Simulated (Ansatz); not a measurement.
`[CH3][SnH2][CH2]F`. Total charge 0; spin multiplicity 1. Sn: def2 effective core potential. The geometry is a stationary point of PBE0-D4/def2-TZVP. It is one conformer, not always the lowest.

```xyz
11

C     1.281    0.529    1.131
Sn    0.410    0.099   -0.773
C    -1.597   -0.663   -0.446
F    -2.282    0.196    0.406
H     2.252    1.008    1.004
H     0.622    1.197    1.685
H     1.411   -0.393    1.698
H     0.319    1.510   -1.734
H     1.309   -1.097   -1.610
H    -1.567   -1.652    0.020
H    -2.157   -0.735   -1.382
```

What is the dipole moment at B3LYP/def2-TZVPP? (Best estimate.)

Ansatz gave: 1.30 D, with components (0.92, -0.88, -0.26) D in this frame, pointing from negative to positive charge.

And with PBE, r2SCAN, ωB97M-V? (An estimate is asked.)

Computed: PBE 1.15 D, r2SCAN 1.22 D, ωB97M-V 1.33 D.

Give the Mulliken charges with B3LYP, ωB97M-V, PBE in def2-TZVPP. (An estimate is asked.)

Ansatz gave: 
| atom | B3LYP | ωB97M-V | PBE |
| --- | --- | --- | --- |
| C1 | -0.59 | -0.62 | -0.57 |
| Sn2 | 0.72 | 0.58 | 0.64 |
| C3 | -0.19 | -0.21 | -0.20 |
| F4 | -0.26 | -0.24 | -0.21 |
| H5 | 0.12 | 0.14 | 0.12 |
| H6 | 0.13 | 0.15 | 0.13 |
| H7 | 0.12 | 0.14 | 0.12 |
| H8 | -0.14 | -0.10 | -0.13 |
| H9 | -0.14 | -0.10 | -0.13 |
| H10 | 0.11 | 0.13 | 0.11 |
| H11 | 0.11 | 0.13 | 0.11 |

B3LYP here is the variant with VWN-RPA as its local correlation; programs differ in this.
